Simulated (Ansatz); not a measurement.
C2H7SSb, SMILES `C[S][SbH][CH3]`, relaxed with RKS PBE0-D4/def2-TZVP in Ansatz 0.2.0 from a PBE-D4/def2-SVP geometry. The force threshold is 0.005 eV/Å; the program also tests the step.

Charge 0, multiplicity 1. Sb: def2 effective core potential.

Start:

```xyz
11

C     0.925   -1.968   -0.792
S    -0.150   -1.478    0.612
Sb   -1.354    0.433   -0.402
C    -0.229    2.033    0.608
H     1.688   -1.198   -1.023
H     0.338   -2.198   -1.704
H     1.447   -2.890   -0.471
H    -2.544    0.369    0.862
H    -0.846    2.954    0.643
H     0.697    2.235    0.036
H     0.028    1.707    1.632
```

```
step  energy (eV)  largest force (eV/Å)  largest move (Å)
   1  -19556.7185                 0.725             0.000
   2  -19556.7742                 0.454             0.081
   3  -19556.7879                 0.100             0.054
   4  -19556.7889                 0.059             0.027
   5  -19556.7896                 0.064             0.056
   6  -19556.7904                 0.014             0.011
   7  -19556.7906                 0.007             0.015
   8  -19556.7908                 0.022             0.037
   9  -19556.7909                 0.024             0.018
  10  -19556.7910                 0.025             0.028
  11  -19556.7910                 0.018             0.011
  12  -19556.7910                 0.012             0.004
  13  -19556.7910                 0.007             0.006
  14  -19556.7911                 0.003             0.003
```

End:

```xyz
11

C     0.909   -1.992   -0.819
S    -0.005   -1.383    0.625
Sb   -1.235    0.437   -0.387
C    -0.249    2.051    0.651
H     1.632   -1.260   -1.178
H     0.235   -2.274   -1.628
H     1.448   -2.881   -0.489
H    -2.490    0.331    0.771
H    -0.851    2.957    0.564
H     0.724    2.221    0.189
H    -0.117    1.792    1.700
```

It took 40 s on 4 threads of an AMD EPYC 7B13 on a shared host, with 0.55 GiB of host memory at the peak.
